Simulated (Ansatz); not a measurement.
`C[B]([AlH2])[GeH3]` at its PBE0-D4/def2-TZVP geometry, where that method's forces vanish. Charge 0, multiplicity 1.

```xyz
12

C     0.8297    0.0177   -1.5292
B    -0.0911    0.0069   -0.2721
Al   -2.1810   -0.3287   -0.1973
Ge    0.8520    0.2688    1.5625
H     0.3565    0.2692   -2.4806
H     1.7732    0.5618   -1.4304
H     1.1153   -1.0485   -1.6080
H    -3.2104    0.8845   -0.0938
H    -2.7675   -1.8109   -0.1379
H     2.3219   -0.2038    1.5693
H     0.1394   -0.4022    2.7558
H     0.8621    1.7853    1.8617
```

Question: What forces (eV/Å) does ωB97M-V/def2-TZVPP give on these atoms in Ansatz? (Best estimate.)

Answer: Computed: 
```
C1   0.067  0.002 -0.092
B2  -0.077 -0.016  0.076
Al3 -0.108 -0.018  0.006
Ge4  0.070  0.038  0.060
H5   0.040 -0.020  0.075
H6  -0.074 -0.039 -0.001
H7  -0.020  0.062  0.012
H8   0.110 -0.127 -0.012
H9   0.063  0.155 -0.009
H10 -0.110  0.030 -0.006
H11  0.042  0.041 -0.087
H12 -0.002 -0.108 -0.023
```
